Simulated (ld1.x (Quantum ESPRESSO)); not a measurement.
# Reading a pseudo-wave (K)

Columns: radius, all-electron u(r) and pseudo u(r) of the 3s shell (level -35.42 eV) of potassium in the configuration [Ne] 3s2 3p6 4s0.75 4p0.25; PBE, non-relativistic, PAW scheme, ld1.x (Quantum ESPRESSO) 7.5.

```
r (bohr)  all-electron  pseudo
   0.123       -0.0850  0.2001
   0.245       -0.4902  0.3897
   0.368       -0.3497  0.5637
   0.490        0.0199  0.7124
   0.613        0.3965  0.8326
   0.735        0.6839  0.9191
   0.858        0.8694  0.9718
   0.980        0.9607  0.9909
   1.103        0.9807  0.9793
   1.225        0.9513  0.9417
   1.348        0.8905  0.8830
   1.470        0.8133  0.8103
   1.593        0.7285  0.7287
   1.715        0.6439  0.6452
   1.838        0.5622  0.5632
   1.960        0.4872  0.4875
   2.083        0.4188  0.4188
   2.205        0.3584  0.3584
   2.328        0.3049  0.3049
   2.450        0.2587  0.2587
   2.573        0.2186  0.2186
   2.695        0.1844  0.1844
   2.818        0.1550  0.1550
   2.940        0.1302  0.1302
   3.063        0.1090  0.1090
   3.185        0.0913  0.0913
```

Problem. How many radial nodes do the two functions have?

Solution. The all-electron 3s function has n − l − 1 = 2 (the table is too coarse to show those close to the nucleus); the pseudo-wave has 0, since the states of the same l below it are removed with the core.

Problem. At about which radius was the pseudo-wave matched?

Solution. 2.15 bohr. The columns agree to 0.0005 from 1.96 bohr on; several derivatives are matched, so the curves merge somewhat inside the radius.

Problem. Is the pseudo-wave norm-conserving?

Solution. No, it belongs to a PAW set: the norm inside the radius is not constrained, and the difference is carried by the augmentation charge.
